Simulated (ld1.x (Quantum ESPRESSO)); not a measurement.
## Pseudopotential generation for Be: ultrasoft, PBEsol, scalar-relativistic.

Be, ultrasoft, made with ld1.x (Quantum ESPRESSO) 7.5 (PBEsol, scalar-relativistic). Core none, reference 1s2 2s2 2p0. Waves: 1s (bound): rcut 0.70, rcutus 0.95 bohr; 2s (bound): rcut 0.70, rcutus 0.95 bohr; 2p (bound, empty): rcut 3.15, rcutus 4.05 bohr; 2p channel at 0.55 Ry: rcut 3.15, rcutus 4.05 bohr; 3d channel at 0.3 Ry: rcut 4.10, rcutus 4.45 bohr; 3d channel at 2.45 Ry: rcut 4.10, rcutus 4.45 bohr. Local part: all-electron potential smoothed inside 1.85 bohr (lloc = -1). Core correction: none. Augmentation charge: PSQ, inside the norm-conserving radii.

Task: Does this generation succeed?

Result: No. ld1.x (Quantum ESPRESSO) 7.5 stopped with "run_pseudo: Errors in PS-KS equation": the pseudo-atom solver did not find the valence states with the expected number of nodes, which is the usual sign of a ghost state. Before that it printed "Warning: n=1, l=0 expected 0 nodes, found 1".
